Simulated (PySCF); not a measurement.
[Y(H2O)3]3+ at several levels of theory

Computed with PySCF 2.14.0 (density fitting, no spin-orbit coupling) at the geometry relaxed with PBE0:

```xyz
10
[Y(H2O)3]3+ (singlet; a saddle point, relaxed within its symmetry)
Y     0.0000    0.0000    0.0000
O     2.2286    0.0000    0.0000
H     2.8442    0.0000    0.7731
H     2.8442    0.0000   -0.7731
O    -1.1143    1.9300    0.0000
H    -1.4221    2.4632    0.7731
H    -1.4221    2.4632   -0.7731
O    -1.1143   -1.9300    0.0000
H    -1.4221   -2.4631    0.7731
H    -1.4221   -2.4631   -0.7731
```

| level | basis | state | HOMO (eV) | gap (eV) | charge on Y1 (e) | dipole about the centre of mass (D) | largest force component (eV/Å) |
| --- | --- | --- | --- | --- | --- | --- | --- |
| PBE0 | Y def2-SVP with ECP28, O def2-SVP, H def2-SVP | singlet | -25.29 | 7.66 | 1.89 | 0.00 | 0.00 |
| B3LYP | the same | singlet | -24.95 | 6.90 | 1.85 | 0.00 | 0.14 |

Charges are Mulliken's, which hang on the basis. The relaxation used the grid (50, 194), these runs (75, 302) or, all-electron (x2c bases, spin-free X2C Hamiltonian), (99, 590).

Question: What does wB97X with Y def2-SVP with ECP28, O def2-SVP, H def2-SVP give here?

Answer: state singlet, HOMO (eV) -27.84, gap (eV) 12.77, charge on Y1 (e) 1.91, dipole about the centre of mass (D) 0.00, largest force component (eV/Å) 0.11. Time: 32 s on 2 threads of Intel(R) Xeon(R) Processor @ 2.50GHz (Skylake/Cascade Lake) (shared host), from an already converged density.

In the first row's basis the gap widens with exact exchange: 6.9 to 7.7 eV for B3LYP, PBE0 (a fixed share); 12.8 eV for wB97X (rising or full at long range).
